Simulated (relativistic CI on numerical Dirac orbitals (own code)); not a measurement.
# Ligand-field terms of d7

Computed with a parametric ligand-field model of a d^n configuration (Racah B and C, spin-orbit zeta, crystal field), exact diagonalisation.

Field parameters in Wybourne normalisation: Oh B⁴₀ = 21Dq, B⁴₄ = √(5/14) B⁴₀; Td as Oh with Dq negative (B⁴₀ = 21Dq, B⁴₄ = √(5/14) B⁴₀). The field is a parameter set, without covalency.

**Question.** Lowest levels for B = 560, C = 2550, ζ = 700 cm⁻¹, Oh, 10Dq = 3000 cm⁻¹?

**Answer.** Γ6 0 (S 1.49), Γ8 381 (S 1.49), Γ8 1033 (S 1.49), Γ7 1401 (S 1.50), Γ6 3359 (S 1.50), Γ8 3390 (S 1.49), Γ8 3650 (S 1.49), Γ7 3820 (S 1.50), Γ8 6682 (S 1.49) cm⁻¹, with S from ⟨S²⟩ = S(S + 1). The ground level has 2.14 electrons in the cubic e pair.

**Question.** Lowest levels for B = 760, C = 2850, ζ = 180 cm⁻¹, Td, 10Dq = -3750 cm⁻¹?

**Answer.** Γ8 0 (S 1.50), Γ8 3696 (S 1.50), Γ6 3717 (S 1.50), Γ8 3796 (S 1.50), Γ7 3838 (S 1.50), Γ6 6309 (S 1.50), Γ8 6448 (S 1.50), Γ7 6656 (S 1.50), Γ8 6672 (S 1.50) cm⁻¹, with S from ⟨S²⟩ = S(S + 1). The ground level has 4.00 electrons in the cubic e pair.

**Question.** Lowest levels for B = 680, C = 3370, ζ = 480 cm⁻¹, Oh, 10Dq = 33600 cm⁻¹?

**Answer.** Γ8 0 (S 0.50), Γ6 17362 (S 1.50), Γ8 17643 (S 1.50), Γ7 18131 (S 1.50), Γ8 18140 (S 1.50), Γ8 30890 (S 0.50), Γ6 31220 (S 0.50), Γ8 31815 (S 0.50), Γ7 32012 (S 0.50) cm⁻¹, with S from ⟨S²⟩ = S(S + 1). The ground level has 1.02 electrons in the cubic e pair.

**Question.** Lowest levels for B = 660, C = 3240, ζ = 860 cm⁻¹, Oh, 10Dq = 7800 cm⁻¹?

**Answer.** Γ6 0 (S 1.50), Γ8 518 (S 1.49), Γ8 1334 (S 1.48), Γ7 1652 (S 1.50), Γ6 7747 (S 1.49), Γ8 7762 (S 1.39), Γ8 7883 (S 1.45), Γ8 8106 (S 0.75), Γ7 8287 (S 1.49) cm⁻¹, with S from ⟨S²⟩ = S(S + 1). The ground level has 2.08 electrons in the cubic e pair.

**Question.** Lowest levels for B = 980, C = 3730, ζ = 790 cm⁻¹, Td, 10Dq = -3700 cm⁻¹?

**Answer.** Γ8 0 (S 1.50), Γ8 3394 (S 1.49), Γ6 3681 (S 1.50), Γ8 4137 (S 1.50), Γ7 4261 (S 1.50), Γ6 5847 (S 1.49), Γ8 6581 (S 1.50), Γ7 7377 (S 1.50), Γ8 7599 (S 1.50) cm⁻¹, with S from ⟨S²⟩ = S(S + 1). The ground level has 3.93 electrons in the cubic e pair.
